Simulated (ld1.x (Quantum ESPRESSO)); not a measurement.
## Building the TM potential for scandium (Sc) (PBE, fully relativistic).

ld1.x (Quantum ESPRESSO) 7.5 input, shortened:

```
&input
   title='Sc', zed=21., rel=2, dft='PBE', iswitch=3,
   config='[Ar] 3d1.5 4s1.5 4p0', rel_dist='average'
 /
 &inputp
   pseudotype=2, tm=.true., lloc=-1, rcloc=1.75,
   nlcc=.true.
 /
3
4S  1  0   1.50   0.00  3.10  3.10  0.0
3P  2  1   6.00   0.00  1.65  1.65  0.0
3D  3  2   1.50   0.00  2.65  2.65  0.0
 &test
   configts(1)='3p6 3d1.5 4s1.5 4p0'
 /
```

Open shells are filled in proportion to 2j + 1 (rel_dist='average').

All-electron outer shells of the reference configuration (PBE, scalar-relativistic, ld1.x):

| shell | level (eV) | outermost node (bohr) | outermost maximum (bohr) |
| --- | --- | --- | --- |
| 2p | -386.31 | – | 0.23 |
| 3s | -53.32 | 0.42 | 0.93 |
| 3p | -32.00 | 0.39 | 0.97 |
| 4s | -3.80 | 1.34 | 3.22 |
| 3d | -2.08 | – | 1.13 |
| 4p | -1.28 | 1.51 | 4.23 |

Q: Estimate the cutoffs (Ry, on a coarse ladder) from which the occupation-weighted sum of valence levels, in a spherical-Bessel basis at the reference potential, stays within 10 and 1 mRy of its value at 400 Ry.

A: 35 Ry and 60 Ry.

Q: What does a ghost test show?

A: Ghost state, extra bound levels that the all-electron valence spectrum of the same l lacks: s at -32.0 eV. A true bound ghost makes a file unfit for plane-wave use.

Its largest configuration-test error is +199 meV (3p6 3d0 4s2 4p1). 1 of 7 tests not solved or not reliable. Not counted: 3p5 3d1 4s2 4p0 (solver errors, printed error -682 eV).
